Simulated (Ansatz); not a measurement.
The cluster K₃Bi⁺ was relaxed with PBE0-D4 (def2-TZVP) in Ansatz in these states: charge +1 doublet, charge +1 quartet. The geometries follow in no particular order.

In the def2 sets Bi takes a core potential; there is no spin–orbit coupling.

A:

```xyz
4

K    -1.653    2.209    1.904
K     1.543    0.981   -2.809
K     0.117   -3.201    0.913
Bi   -0.008    0.012   -0.008
```

B:

```xyz
4

K    -3.2721   -2.9950   -0.1301
K     2.7506    0.1633    1.2348
K     0.9840    3.8585   -1.3749
Bi   -0.4624   -1.0268    0.2702
```

Problem. Judge from the bond lengths which geometry belongs to which state (an estimate).

Solution. A is the charge +1 doublet (K3–Bi4 3.344 Å, K2–Bi4 3.345 Å, K1–Bi4 3.345 Å); B is the charge +1 quartet (K3–Bi4 5.354 Å, K2–Bi4 3.559 Å, K1–Bi4 3.454 Å).

At PBE0-D4/def2-TZVP a doublet lies 1.26 eV below the charge +1 quartet. These are the stationary points nearest to one start from a short search; other shapes may lie lower in each state.
